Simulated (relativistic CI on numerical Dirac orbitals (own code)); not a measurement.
## From line strength to rate: Ge I 2094.26 Å (air)

Problem. For 4s²4p² ³P2 – 4s²4p4d ³D°3 of Ge I a semi-empirical relativistic CI calculation gives the line strength S = 4.552 e²a₀² in the length gauge. The measured levels are 1409.96 and 49144.40 cm⁻¹ (NIST Handbook). Find gf, f, A and the partial lifetime.

Working.
1. σ = 49144.40 − 1409.96 = 47734.44 cm⁻¹, so the vacuum wavelength is 10⁸/σ = 2094.92 Å.
2. gf = 303.756 S/λ(Å) = 0.66, log gf = -0.180; with g = 5 for the lower level, f = 0.132.
3. A = 2.02613 × 10¹⁸ S/(g_u λ³) with g_u = 7: A = 1.43 × 10^8 s⁻¹.
4. The partial lifetime for this S is 1/A = 6.98 ns; in the calculation this line carries 96 % of the decay of the upper level.

Check. The Handbook lists A = 1.70 × 10^8 s⁻¹, a tabulated value with its own uncertainty (a few per cent for the best lines, 25 % or more for others); ours lies 16 % below it. The velocity form of the same calculation gives S = 2.66, and the gap between the two forms is a rough gauge of the error in S. With the computed energy (47214 cm⁻¹) in place of the measured one the rate would change by the factor (σ_calc/σ)³ = 0.97.
